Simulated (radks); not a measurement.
Q: Numerical settings for the oxygen ion O3+, [He] 2s2 2p1. Method: non-relativistic Kohn-Sham, r2SCAN, spin-polarised, spherical densities, point nucleus; open shells are filled with parallel spins first; meta-GGA in the generalised Kohn-Sham scheme; computed with a radial shooting solver on a logarithmic mesh with Libxc functionals. The defaults (mesh step 0.008 in ln r, mesh end at 40 bohr or more with all orbitals vanishing there, Anderson mixing 0.5 over 9 steps, residual threshold near 1e-9 with the energy settled to 1e-9 hartree or 1e-11 of itself, here a cap of 99 iterations) give E = -71.170 hartree and 2p at -66.337 eV in 10 iterations. Times are rough (one thread of a shared host). One setting is changed at a time: mesh step in ln r 0.02; mesh step in ln r 0.005; mesh step in ln r 0.2; mesh end (bohr) 2; mesh end (bohr) 5; residual threshold 1e-05; residual threshold 0.001; mixing 1; linear mixing, mixing 0.2; linear mixing, mixing 0.05; mixing history 20; iteration cap 3. Which runs fail to converge, and which converge to a wrong energy?

A: Not converged within the cap: mesh step in ln r 0.2; linear mixing, mixing 0.05; iteration cap 3. Settings that end as converged yet miss the energy by more than 1 mhartree: mesh end (bohr) 2 (+0.371 hartree).
